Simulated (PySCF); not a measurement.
Compound: C7H6FO (doublet state).
Cartesian coordinates in Å at the GFN2-xTB level; atoms count from 1:
```xyz
15
C7H6FO angstrom
C     -1.1022   -1.0482   -1.0357
C     -0.7987    0.0758   -0.4413
C     -1.5807    1.3016   -0.8398
O     -2.7669    1.3711   -0.9599
C      0.3302    0.2683    0.4802
C      1.3745   -0.7490    0.5647
C      1.3467   -1.9056   -0.0788
C      0.4245    1.3344    1.2846
F     -0.4912    2.3136    1.3355
H     -1.8736   -1.3320   -1.7177
H     -0.9114    2.1419   -1.1078
H      2.2006   -0.4977    1.2176
H      0.4912   -2.1263   -0.7188
H      2.1229   -2.6442    0.0107
H      1.2297    1.5042    1.9846
```

The hyperfine couplings belong to this conformer and change with its torsions.

The species is `[H]/[C]=C(C=O)/C(C=C)=C\F` [radical].

Theory: UKS B3LYP, pcH-1 on C F H O, non-relativistic, mean-field spin-orbit, GIAO in PySCF 2.14.0. Isolated species at its GFN2-xTB geometry (one conformer only). The geometry wasn't refined by DFT: couplings that depend on bond lengths, twists or pyramidal angles can differ widely from those at the functional's own minimum. The frame is twisted about the C2–C3 bond at this geometry (dihedral C5–C2–C3–H11 = 45°); couplings at other torsion angles weren't computed. No stability test was run, so a lower SCF solution isn't excluded.

(1) Where do the isotropic ENDOR lines of F9, H10, H11, H14, H12, H15 and H13 fall at 337.6 mT, to first order?

(2) Which pairs are centred on the nuclear Larmor frequency, and which on half the coupling?

(3) At what field would the lower line of H10 fall to zero frequency?

Results:

(1) For S = 1/2 in fast tumbling each set of equivalent nuclei gives two lines, ν± = |νn ± a/2| to first order, with νn = g_N μN B/h and μN/h = 7.62259 MHz/T.

```csv
nuclei,isotope,g_N,νn (MHz),a_iso (MHz),lower line (MHz),upper line (MHz)
F9,19F,5.2577,13.53,-5.97,10.54,16.52
H10,1H,5.5857,14.37,51.85,11.55,40.30
H11,1H,5.5857,14.37,32.01,1.63,30.38
H14,1H,5.5857,14.37,20.09,4.33,24.42
H12,1H,5.5857,14.37,17.94,5.40,23.34
H15,1H,5.5857,14.37,4.72,12.01,16.73
H13,1H,5.5857,14.37,-1.73,13.51,15.24
```

(2) Centred on νn, since |a| < 2νn: F9, H14, H12, H15 and H13. Centred on |a|/2 and split by 2νn: H10 and H11.

(3) Where νn = |a|/2, that is B = 25.93 MHz/(5.5857 × 7.62259 MHz/T) = 609 mT, as far as first order holds there.
